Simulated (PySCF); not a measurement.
## [DyCl4]− relaxed at several levels

Computed with PySCF 2.14.0, def2-SVP on the ligands, density fitting, scalar-relativistic core potentials, no spin-orbit coupling, vacuum. Each row is relaxed at its own level from the same template. Distances are means of the shortest metal–ligand contacts, charges and spins Mulliken's; removal energies are rigid, with the ligand's formal charge and no counterpoise, so too large; for an anion taken off a cation in vacuum most of it is the attraction of opposite charges, and multiply charged cations can part far more cheaply with an electron moved from ligand to metal. lcecp potentials hold a fixed number of 4f electrons in the core, out of states, spins and gaps.

```json
{"level": "BP86", "basis on the metal": "lcecp-1-SVP with ECP55", "point group": "Td", "M–Cl (Å)": "2.540", "charge on M (e)": "0.53", "removal of one Cl (eV)": "4.99", "strongest infrared band, degenerate modes summed (cm⁻¹)": "306", "unstable modes (below −25 cm⁻¹)": "0"}
```

Problem. What does the calculation give for PBE0, lcecp-1-SVP with ECP55?

Solution. point group: Td, M–Cl (Å): 2.531, charge on M (e): 0.73, removal of one Cl (eV): 5.05, strongest infrared band, degenerate modes summed (cm⁻¹): 311, unstable modes (below −25 cm⁻¹): 0.
```xyz
5

Dy    0.0000    0.0000    0.0000
Cl    1.4615    1.4615    1.4615
Cl   -1.4615   -1.4615    1.4615
Cl    1.4615   -1.4615   -1.4615
Cl   -1.4615    1.4615   -1.4615
```

One start shape was tried for each, so a minimum needn't be the lowest isomer.
